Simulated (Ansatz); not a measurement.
The cluster Li₇H₇⁺. The state is a doublet with charge 1. Geometry PBE-D4/def2-TZVP, basis def2-TZVP, Ansatz.

Cartesian coordinates in Å:
```
Li -1.854 0.033 -2.149
Li 0.955 -0.084 -2.349
Li -0.329 1.853 -1.465
Li 0.654 -0.073 0.721
Li -2.007 1.054 0.922
Li -0.571 -1.401 2.491
Li 0.037 -2.620 -0.397
H -0.849 0.204 1.889
H 2.506 0.425 1.708
H -1.911 1.250 -0.774
H -0.456 0.777 -2.909
H 0.420 -1.933 1.163
H 1.002 0.810 -0.765
H 2.403 -0.296 1.915
```

```
run  HOMO (eV)  LUMO (eV)
  A      -7.86      -3.80
  B      -6.51      -4.93
  C      -7.08      -4.74
  D      -6.85      -4.87
  E      -6.46      -5.35
```

B3LYP takes the VWN-RPA correlation. In the doublet, H9 and H14 lie 0.76 Å apart (atoms count from 1), so H2 has formed as a molecule. Another isomer (doublet) lies 0.16 eV lower at PBE0-D4/def2-TZVP; other spin states weren't run for this one.

HOMO and LUMO are taken over both spins.

Question: The runs used B3LYP, PBE, PBE0, r2SCAN, ωB97M-V. Estimate which is which.

Answer: A ωB97M-V (range-separated); B r2SCAN (0 % exact exchange); C PBE0 (25 % exact exchange); D B3LYP (20 % exact exchange); E PBE (0 % exact exchange). Exact exchange lowers occupied and raises empty levels; among semilocal functionals meta-GGAs tend to open the gap a little, and such runs are hard to tell apart. The gap grows from 1.11 eV (PBE) to 4.06 eV (ωB97M-V).
